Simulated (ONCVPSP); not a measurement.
## Configuration tests for Ta (ONCV)

ONCVPSP 4.0.1 input, shortened (lines: element, Z, core and valence counts, functional; n l f; lmax; l rc ep ncon nbas qcut; lloc lpopt rc5 dvloc0; l nproj debl; icmod fcfact rcfact), PBEsol, scalar-relativistic:

```
  Ta 73.00   10    4  -116133      upf
    1    0    2.00
    2    0    2.00
    2    1    6.00
    3    0    2.00
    3    1    6.00
    3    2   10.00
    4    0    2.00
    4    1    6.00
    4    2   10.00
    4    3   14.00
    5    0    2.00
    5    1    6.00
    5    2    3.00
    6    0    2.00
    2
    0    1.50    0.00    4    8    6.60
    1    1.95    0.00    4    7    5.50
    2    1.75    0.00    4    8    4.80
    4    5    1.25    1.00
    0    2    2.30
    1    1    0.50
    2    2    0.80
    0    0.00    0.00
```

Energies are relative to the spin-unpolarised reference configuration 5s2 5p6 5d3 6s2; without spin polarisation the order of configurations can differ from experiment.

Question: Give the all-electron excitation energy and the error of the potential for: 5s2 5p6 5d3 6s1; 5s2 5p6 5d3 6s0; 5s2 5p6 5d2 6s0; 5s2 5p6 5d2 6s2.

Answer:

```
valence configuration  charge  ΔE all-electron (eV)  error AE − PS (meV)
      5s2 5p6 5d3 6s1      +1                 8.505                 -2.5
      5s2 5p6 5d3 6s0      +2                23.483                 -1.8
      5s2 5p6 5d2 6s0      +3                47.094                 -7.7
      5s2 5p6 5d2 6s2      +1                 7.724                 -2.7
```

Levels in the configuration 5s2 5p6 5d2 6s0:

```tsv
level	all-electron (eV)	pseudo (eV)
5s	-101.080	-101.188
5p	-67.181	-67.264
5d	-29.130	-29.142
```
